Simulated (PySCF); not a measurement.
**Two-component Hartree-Fock for F²⁺ (fluorine, charge +2)**

Start: [He] 2s2 2p3; 2p1/2 filled at m_j = -1/2, +1/2; 2p3/2 filled at m_j = +3/2. Calculated with PySCF 2.14 in an uncontracted even-tempered set (19 s from 0.12 bohr⁻², ratio 2.4; 12 p from 0.16 bohr⁻², ratio 2.4; 6 d from 1.6 bohr⁻², ratio 2.6; 5 f from 2.3 bohr⁻², ratio 2.6): generalised Hartree-Fock with the X2C-1e Hamiltonian and a Gaussian nucleus; one run each with spin-orbit coupling (SO) switched off, then screened by Boettger's factors.

```json
{"spinor shell": "1s1/2", "electrons": "2", "ε, spin-free (eV)": "-764.78", "ε, screened SO (eV)": "-764.78", "weight of nominal j (screened SO)": "1.000", "rms radius, screened SO (bohr)": "0.203"}
{"spinor shell": "2s1/2", "electrons": "2", "ε, spin-free (eV)": "-79.509", "ε, screened SO (eV)": "-79.509", "weight of nominal j (screened SO)": "1.000", "rms radius, screened SO (bohr)": "1.01"}
{"spinor shell": "2p1/2", "electrons": "2", "ε, spin-free (eV)": "-63.882", "ε, screened SO (eV)": "-63.898", "weight of nominal j (screened SO)": "0.504", "rms radius, screened SO (bohr)": "0.977"}
{"spinor shell": "2p3/2", "electrons": "1", "ε, spin-free (eV)": "-63.882", "ε, screened SO (eV)": "-63.850", "weight of nominal j (screened SO)": "1.000", "rms radius, screened SO (bohr)": "0.977"}
```

```
   quantity  spin-free  screened SO
E (hartree)  -97.70213    -97.70215
        M_J        3/2          3/2
       ⟨J²⟩      3.754        3.754
       ⟨L²⟩      0.000        0.000
       ⟨S²⟩      3.754        3.754
```

Each row is a mean over spinors that exchange with the open shell spreads, by up to 17.392 eV (2s1/2).

Rows whose weight is well below 1 are mixtures of j = l ± 1/2: exchange outweighs spin-orbit coupling there, and the label is only the starting occupation.

Without spin-orbit coupling the j labels of p, d and f shells carry no meaning; the spin-free column gives the mean over the occupied spinors of each nl shell.
